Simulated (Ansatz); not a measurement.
C2H4FOSb (`C=C[O][SbH][F]`), 9 atoms. The species carries charge 0 and has multiplicity 1. Correlated methods include outer-core shells of Sb, which these sets cover unevenly. Sb: def2 effective core potential. All runs use 4 threads of a server CPU on a shared host. Correlated methods freeze the cores.

**Question.** How many basis functions does each run have, and how long does it take in Ansatz? RKS SPW92 (LDA)/def2-TZVPP energy; RKS PBE0-D4/def2-SVP energy; RKS CAM-B3LYP-D4/def2-TZVPP energy; RKS PBE0-D4/def2-TZVP frequencies; RHF-MP2/def2-QZVPP energy; RKS B2PLYP (frozen core)/def2-TZVPP energy; RHF-CCSD(T)/def2-TZVPP energy; RKS PBE0-D4/def2-TZVP relaxation (34 steps); RKS ωB97M-V/def2-QZVPP energy; direct RPA on PBE orbitals/def2-TZVPP energy; RKS ωB97M-V/def2-SVP energy; RHF-CCSD(T)/def2-SVP energy. (An estimate is asked.)

**Answer.** Ansatz gave: Other jobs shared the machine, so times are rough.

```csv
level,job,functions,wall time,peak host memory (GiB)
RKS PBE0-D4/def2-SVP,energy,102,1.1 s,0.2
RKS SPW92 (LDA)/def2-TZVPP,energy,230,1.1 s,0.26
RKS CAM-B3LYP-D4/def2-TZVPP,energy,230,2.6 s,0.6
RKS ωB97M-V/def2-SVP,energy,102,4.2 s,0.31
RKS B2PLYP (frozen core)/def2-TZVPP,energy,230,4.9 s,0.59
direct RPA on PBE orbitals/def2-TZVPP,energy,230,5 s,0.59
RHF-CCSD(T)/def2-SVP,energy,102,7 s,0.53
RKS ωB97M-V/def2-QZVPP,energy,430,14 s,1.7
RHF-MP2/def2-QZVPP,energy,430,17 s,2.2
RKS PBE0-D4/def2-TZVP,relaxation (34 steps),198,98 s,0.51
RKS PBE0-D4/def2-TZVP,frequencies,198,110 s,0.49
RHF-CCSD(T)/def2-TZVPP,energy,230,3.2 min,4.7
```
